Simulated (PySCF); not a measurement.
Ge(Me)2(Vi)(OMe), SMILES C=[CH][Ge]([CH3])([CH3])[O]C, GFN2-xTB optimised geometry.

```
19

C     -1.84     1.71     0.85
C     -0.91     1.29     0.00
Ge    -0.11    -0.52     0.00
C      1.87    -0.52     0.00
C     -0.93    -1.69     1.39
O     -0.42    -1.23    -1.62
C     -1.70    -1.43    -2.17
H     -2.26     2.71     0.80
H     -2.21     1.08     1.64
H     -0.56     1.96    -0.78
H      2.26    -0.14     0.94
H      2.24    -1.53    -0.15
H      2.25     0.10    -0.81
H     -2.01    -1.69     1.31
H     -0.57    -2.71     1.27
H     -0.67    -1.35     2.39
H     -1.55    -1.76    -3.20
H     -2.29    -0.51    -2.17
H     -2.25    -2.20    -1.63
```

Density from B3LYP/def2-SVP run with PySCF at that geometry.

Minimum of the electron density along straight lines between bonded atoms, close to the bond critical point (lines longer than 1.1 times the sum of covalent radii, or with two minima, are not listed):

```tsv
bond	length / Å	ρ at the minimum / e bohr⁻³	∇²ρ there / e bohr⁻⁵	position (fraction from the first atom)
C1–C2	1.321	[?]	-0.95	0.51
C2–Ge3	1.982	0.123	[?]	0.54
Ge3–C4	1.980	0.125	0.03	0.47
Ge3–C5	1.998	0.121	0.03	0.47
Ge3–O6	1.794	0.131	0.62	0.47
O6–C7	1.404	0.260	[?]	0.66
C1–H8	1.081	0.282	-1.08	0.63
C1–H9	1.079	0.284	-1.09	0.63
C2–H10	1.084	0.279	-1.04	0.63
C4–H11	1.086	0.274	-0.99	0.62
C4–H12	1.085	0.274	-1.00	0.63
C4–H13	1.085	0.274	-1.00	0.63
C5–H14	1.087	0.273	-0.98	0.63
C5–H15	1.086	0.274	-0.99	0.63
C5–H16	1.085	0.274	-0.99	0.62
C7–H17	1.092	0.282	-1.08	0.63
C7–H18	1.094	0.280	-1.05	0.63
C7–H19	1.094	0.280	-1.05	0.63
```

Problem. Complete the blanks.

Solution. 
- C1–C2, ρ at the minimum / e bohr⁻³: 0.347
- C2–Ge3, ∇²ρ there / e bohr⁻⁵: 0.05
- O6–C7, ∇²ρ there / e bohr⁻⁵: -0.45
